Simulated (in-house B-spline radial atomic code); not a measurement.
The numbers below are computed, except where a source is named.
**Making a Troullier-Martins s channel for Zn, r_c = 1.85 bohr**

Zn, [Ar] 3d10 4s2, non-relativistic PBE, spherical and spin-unpolarised, from an all-electron radial atomic-structure program (B-spline basis) (atomic units). The all-electron 4s level is ε = -0.214083 hartree, its outermost node lies just inside 0.87 bohr and its outer maximum at 2.12 bohr.

Inside r_c the pseudo-orbital is u(r) = r^1 exp(p(r)), with p = c0 + c2 r² + c4 r⁴ + … + c12 r¹². The seven coefficients follow from p and its first four derivatives at r_c, from zero curvature of the screened potential at the origin, c4 = −c2²/(2l + 5), and from the norm inside r_c. At r_c the all-electron orbital has P = 0.6334449, P' = 0.1547503, the screened potential V = -0.7465776, V' = 0.8991448, V'' = -1.768922, and the norm inside is Q = 0.2220651.

**Question.** What are p, p' and p'' at r_c?

**Answer.** p = ln(P/r_c^1) = ln(0.6334449/1.85) = -1.07177. p' = P'/P − 1/r_c = 0.24430 − 0.54054 = -0.29624. The radial equation gives p'' = 2(V − ε) − 2(1) p'/r_c − p'² = -1.06499 − (-0.32026) − 0.08776 = -0.83249. Differentiating, p''' = 2V' + 2(1)p'/r_c² − 2(1)p''/r_c − 2p'p'' = 2.0319, and p'''' = 2V'' − 4(1)p'/r_c³ + 4(1)p''/r_c² − 2(1)p'''/r_c − 2p''² − 2p'p''' = -6.7025.

For a trial c2 the five matching conditions are linear in c0, c6, c8, c10 and c12, and c2 is varied until the norm inside r_c equals Q. The root nearest zero gives:

```tsv
n	c_n
0	-2.006978
2	0.8851468
4	-0.156697
6	-0.07658526
8	0.03673363
10	-0.005939855
12	0.0003488952
```

**Question.** Check c4 and p(r_c), and find the screened pseudopotential at the origin.

**Answer.** −c2²/5 = -0.156697, as listed. The terms c_n r_c^n are -2.00698, 3.02941, -1.83547, -3.07026, 5.04008, -2.78929, 0.56073, which sum to -1.07177. Inverting the radial equation, V_l(r) = ε + 1 p'/r + (p'' + p'²)/2, so V_l(0) = ε + (2l + 3) c2 = -0.214083 + 3 × (0.885147) = 2.4414 hartree, finite where the all-electron potential diverges.

Orbitals and screened potentials:

```tsv
r (bohr)	P	u	V all-electron	V pseudo
0.185	0.1509	0.02562	-89.64	2.438
0.462	-0.261	0.07442	-18.89	2.325
0.74	-0.1314	0.1526	-6.742	1.776
1.018	0.1725	0.2754	-3.116	0.6289
1.295	0.4131	0.4289	-1.729	-0.5624
1.572	0.5606	0.561	-1.085	-0.9706
1.85	0.6334	0.6334	-0.7466	-0.7466
```

Logarithmic derivatives P'/P at R = 2.15 bohr, for energies E around ε:

```json
{"E − ε (hartree)": "-0.5", "all-electron": "0.644955", "pseudo": "0.641907"}
{"E − ε (hartree)": "-0.25", "all-electron": "0.350113", "pseudo": "0.349042"}
{"E − ε (hartree)": "-0.1", "all-electron": "0.142674", "pseudo": "0.142459"}
{"E − ε (hartree)": "0", "all-electron": "-0.0124092", "pseudo": "-0.0124081"}
{"E − ε (hartree)": "0.1", "all-electron": "-0.184173", "pseudo": "-0.184474"}
{"E − ε (hartree)": "0.25", "all-electron": "-0.481612", "pseudo": "-0.484129"}
{"E − ε (hartree)": "0.5", "all-electron": "-1.13535", "pseudo": "-1.15294"}
```

**Question.** With P(R) = 0.6535712 and a norm of 0.3478795 inside R, what slope in energy does norm conservation fix?

**Answer.** d(P'/P)/dE = −2 × (norm inside R)/P(R)² = -1.6288 per hartree·bohr at E = ε, for both atoms, since orbital and norm agree at R. Differences over ±0.1 hartree give -1.6342 (all-electron) and -1.6347 (pseudo), which also hold third-order terms. Half a hartree below ε the two curves differ by -0.0030.
